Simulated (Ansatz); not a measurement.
# Energy profile

The step: GeH₃F ([F][GeH3]) + SiH₄ → GeSiH₆ ([SiH3][GeH3]) + HF; bonds formed: Ge1–Si7, F2–H6; bonds broken: Ge1–F2, H6–Si7 (atoms numbered as in the saddle structure below).

Ge1  (-0.556, -1.211, 0.000)
F2  (1.398, -1.319, 0.656)
H3  (-0.208, -2.173, -1.134)
H4  (-1.016, -1.797, 1.333)
H5  (-1.702, -0.287, -0.517)
H6  (1.003, -0.183, 0.358)
Si7  (0.318, 1.382, -0.104)
H8  (1.569, 2.136, 0.196)
H9  (-0.781, 1.898, 0.750)
H10  (-0.024, 1.553, -1.538)
(Å)

Electronic energies by CCSD(T) at an estimated basis limit (MP2 extrapolated from triple and quadruple zeta, plus CCSD(T) − MP2 in triple zeta), on PBE0-D4/def2-TZVP structures; GeSiH7F, singlet; no counterpoise correction. Program: Ansatz 0.2.0. Basis: def2-TZVPP and def2-QZVPP. Cores are frozen in the correlated methods. Filled d shells of the heavier atoms are correlated. The def2 sets are not built for correlating such inner shells, so the correlated values are less sure here. Extrapolation: Hartree–Fock as exp(−7.88 √X), correlation as X^−2.97.

Give the profile in kcal/mol, counted from the separated reactants. (Judge from chemistry; the value comes from the calculation.)

Computed:
```csv
point,kcal/mol
"separated: GeH3F (linked as [F][GeH3]; Ge1, F2, H3, H4, H5; singlet) + SiH4 (H6, Si7, H8, H9, H10; singlet)",0.00
start structure,-1.83
saddle,55.21
end structure,5.74
"separated: GeSiH6 (linked as [SiH3][GeH3]; Ge1, H3, H4, H5, Si7, H8, H9, H10; singlet) + HF (F2, H6; singlet)",7.25
```

No T1 diagnostic of these runs exceeds 0.015. The start structure is not quite a true minimum (one mode of 26i cm⁻¹).

For scale, one of the runs: CCSD(T)/def2-TZVPP, 219 basis functions, launched by `ansatz run in.yaml --threads 4 --pin off --events-out ev --progress --plain --max-ram 9574MiB`. The run took 2 min on 4 CPU threads of an Intel Xeon (shared host), with 3.2 GiB of host memory at its peak.
